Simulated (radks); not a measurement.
Q: Ca VII, 14 electrons, occupied as [Ne] 3s2 3p2 (the NIST ground configuration). Method: Dirac Kohn-Sham, LB94 model potential, spin-unpolarised, spherical densities, finite nucleus; open shells fill j = l - 1/2 first; Fermi nuclear charge, rms radius 3.4776 fm; computed with a radial shooting solver on a logarithmic mesh with Libxc functionals. Some entries of the table are withheld. Estimate them.

| orbital | occ. | eigenvalue (hartree) | <1/r> (bohr^-1) |
|---|---|---|---|
| 1s1/2 | 2 | -151.4553 | (1) |
| 2s1/2 | 2 | -19.89348 | 4.066 |
| 2p1/2 | 2 | -17.09896 | (2) |
| 2p3/2 | 4 | -16.95812 | (3) |
| 3s1/2 | 2 | -5.35074 | (4) |
| 3p1/2 | 2 | (5) | 1.279 |
| 3p3/2 | 0 | (6) | 1.270 |

A: 
(1) 1s1/2 <1/r> (bohr^-1): 19.78
(2) 2p1/2 <1/r> (bohr^-1): 4.020
(3) 2p3/2 <1/r> (bohr^-1): 3.977
(4) 3s1/2 <1/r> (bohr^-1): 1.353
(5) 3p1/2 eigenvalue (hartree): -4.61248
(6) 3p3/2 eigenvalue (hartree): -4.59136
